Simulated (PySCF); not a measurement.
C₇H₁₁OP.
Numbering: `[CH3:1][c:2]1[p:3][cH:4][o:5][c:6]1[CH:7]([CH3:8])[CH3:9]` (hydrogens: H10, H11, H12 on C1; H13 on C4; H14 on C7; H15, H16, H17 on C8; H18, H19, H20 on C9)

The same species was optimised twice, with GFN2-xTB and with PBE0-D3(BJ)/def2-SVP (PySCF), and the same property calculations (PySCF, gas phase) were run on both structures.

```csv
coordinate,GFN2-xTB,PBE0-D3(BJ)/def2-SVP,change
C2–P3 (Å),1.779,1.791,+0.012
O5–C6 (Å),1.342,1.352,+0.010
C4–O5 (Å),1.335,1.340,+0.005
C6–C7 (Å),1.501,1.497,-0.004
C1–C2 (Å),1.496,1.499,+0.003
C7–C9 (Å),1.531,1.529,-0.002
C7–C8 (Å),1.531,1.529,-0.002
C2–C6 (Å),1.365,1.366,+0.001
P3–C4 (Å),1.706,1.706,0.000
C2–C6–C7 (°),128.8,130.8,+2.0
O5–C6–C7 (°),116.5,115.0,-1.5
C6–C7–C9 (°),109.9,111.2,+1.3
C6–C7–C8 (°),109.9,111.1,+1.2
C8–C7–C9 (°),110.8,111.6,+0.8
C4–O5–C6 (°),111.6,112.5,+0.9
C1–C2–P3 (°),124.1,124.7,+0.6
P3–C4–O5 (°),115.9,115.3,-0.6
O5–C6–C7–C8 (°),61,63,+2
```

Rotational constants: A = 2289, B = 1044, C = 851.1 MHz (GFN2-xTB) against A = 2266, B = 1034, C = 843.5 MHz (PBE0-D3(BJ)/def2-SVP).

On the GFN2-xTB structure: HOMO (eV) -6.49 [PBE0/pcSseg-1]; LUMO (eV) -0.64 [PBE0/pcSseg-1]; dipole (D) 1.89 [PBE0/pcSseg-1]; GIAO shielding of C1 (ppm) 172.7 [PBE0/pcSseg-1]; GIAO shielding of C2 (ppm) 50.8 [PBE0/pcSseg-1]; GIAO shielding of P3 (ppm) 175.8 [PBE0/pcSseg-1]; GIAO shielding of C4 (ppm) 1.9 [PBE0/pcSseg-1]; GIAO shielding of O5 (ppm) -17.0 [PBE0/pcSseg-1]; GIAO shielding of C6 (ppm) 16.9 [PBE0/pcSseg-1]; GIAO shielding of C7 (ppm) 154.5 [PBE0/pcSseg-1]; GIAO shielding of C8/C9 (mean) (ppm) 163.6 [PBE0/pcSseg-1].

Problem. What do these properties become on the PBE0-D3(BJ)/def2-SVP structure?

Solution. 
```json
{"property": "HOMO (eV)", "level": "PBE0/pcSseg-1", "on GFN2-xTB": "-6.49", "on PBE0-D3(BJ)/def2-SVP": "-6.53", "change": "-0.04"}
{"property": "LUMO (eV)", "level": "PBE0/pcSseg-1", "on GFN2-xTB": "-0.64", "on PBE0-D3(BJ)/def2-SVP": "-0.66", "change": "-0.02"}
{"property": "dipole (D)", "level": "PBE0/pcSseg-1", "on GFN2-xTB": "1.89", "on PBE0-D3(BJ)/def2-SVP": "1.88", "change": "-0.01"}
{"property": "energy, GFN2-xTB geometry as zero (kcal/mol)", "level": "PBE0/pcSseg-1", "on GFN2-xTB": "0.0", "on PBE0-D3(BJ)/def2-SVP": "-0.9", "change": "-0.9"}
{"property": "GIAO shielding of C1 (ppm)", "level": "PBE0/pcSseg-1", "on GFN2-xTB": "172.7", "on PBE0-D3(BJ)/def2-SVP": "171.5", "change": "-1.2"}
{"property": "GIAO shielding of C2 (ppm)", "level": "PBE0/pcSseg-1", "on GFN2-xTB": "50.8", "on PBE0-D3(BJ)/def2-SVP": "50.3", "change": "-0.5"}
{"property": "GIAO shielding of P3 (ppm)", "level": "PBE0/pcSseg-1", "on GFN2-xTB": "175.8", "on PBE0-D3(BJ)/def2-SVP": "172.7", "change": "-3.1"}
{"property": "GIAO shielding of C4 (ppm)", "level": "PBE0/pcSseg-1", "on GFN2-xTB": "1.9", "on PBE0-D3(BJ)/def2-SVP": "0.3", "change": "-1.6"}
{"property": "GIAO shielding of O5 (ppm)", "level": "PBE0/pcSseg-1", "on GFN2-xTB": "-17.0", "on PBE0-D3(BJ)/def2-SVP": "-26.8", "change": "-9.8"}
{"property": "GIAO shielding of C6 (ppm)", "level": "PBE0/pcSseg-1", "on GFN2-xTB": "16.9", "on PBE0-D3(BJ)/def2-SVP": "16.3", "change": "-0.6"}
{"property": "GIAO shielding of C7 (ppm)", "level": "PBE0/pcSseg-1", "on GFN2-xTB": "154.5", "on PBE0-D3(BJ)/def2-SVP": "154.7", "change": "+0.2"}
{"property": "GIAO shielding of C8/C9 (mean) (ppm)", "level": "PBE0/pcSseg-1", "on GFN2-xTB": "163.6", "on PBE0-D3(BJ)/def2-SVP": "161.7", "change": "-1.9"}
```

The heavy atoms differ by 0.015 Å rms after alignment. Among bonds between heavy atoms C2–P3 changes most (+0.012 Å). Changes are differences of the printed values. Neither structure is proved a minimum here.

The values belong to the conformer `[CH3:1][c:2]1[p:3][cH:4][o:5][c:6]1[CH:7]([CH3:8])[CH3:9]`: O5–C6–C7–C8 63°.
